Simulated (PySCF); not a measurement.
An unknown shows these calculated signals:

1H NMR (500 MHz, computed): δ 3.91 (s, 9H).

13C{1H} NMR (computed): δ 122.2 (C), 52.8 (CH3).

Theory: shielding tensors at PBE0/pcSseg-1 (GIAO), coordinates at the GFN2-xTB level, in PySCF 2.14 (a single conformation, no solvent model, equivalent nuclei averaged, relativity neglected).

Scale: 1H (31.72 ppm), 13C (186.93 ppm) vs TMS (reference shieldings calculated alike).

Which of these does the molecule contain: a methoxy group, a benzene ring, a (CH3)2CH unit, a nitrile?

Results:


- A methoxy group: no.
- A benzene ring: no.
- A (CH3)2CH unit: no.
- A nitrile: yes (δC 122.2).

The data belong to SMILES N#C[Si](OC)(OC)OC, C4H9NO3Si; they needn't prove each group on their own.

Carbon signals by region: 1 in the sp2 and nitrile region (100–160 ppm), 1 at 50–100 ppm.

Shifts are as computed. Against solution values, carbons near 30 ppm lie about +3 ppm off and those near 130 ppm about +5 ppm. Of 1211 compounds with measured shifts, 218 miss one by over three times the rms of a fit or turn the order of signals round; such compounds aren't used in these exercises.
